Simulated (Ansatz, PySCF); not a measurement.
Gas-phase reaction in SMILES: NN (N2H4) [hydrazine] -> 2 [NH2] (NH2) (the N-N bond at the site shown breaks; other sites are not compared here)
Each molecule is optimised on its own at B3LYP-D3(BJ)/def2-TZVP (Ansatz, a program for electronic structure), one conformer each, not searched for the lowest. Frequencies are from Ansatz or PySCF.

Property: bond dissociation energy (enthalpy at 298 K, with B3LYP-D3(BJ) rigid-rotor harmonic-oscillator terms), in eV. Cores are frozen in the correlated levels unless marked. Open shells are spin-unrestricted. Spin-orbit coupling is left out. Non-relativistic. CBS marks a two-point X^-3 extrapolation of the correlation energy; Hartree-Fock from the larger set.

| level | program | bond dissociation energy (eV) |
|---|---|---|
| HF/cc-pwCVTZ | Ansatz | 1.11 |
| SVWN5/def2-TZVPD | Ansatz | 4.01 |
| TPSS/def2-TZVPD | PySCF | 2.59 |
| M06-L/def2-TZVPD | PySCF | 2.59 |
| B97M-V/def2-TZVPD | Ansatz | 2.64 |
| r2SCAN0-D4/def2-TZVPD | Ansatz + dftd4 | 2.46 |
| RI-MP2/CBS(def2-TZVPP,def2-QZVPP) | Ansatz | 3.18 |
| CCSD/def2-QZVPP | Ansatz | 2.64 |
| CCSD(T)/def2-SVP | Ansatz | 2.67 |
| CCSD(T)/CBS(def2-TZVPPD,def2-QZVPPD) | Ansatz | 2.83 |
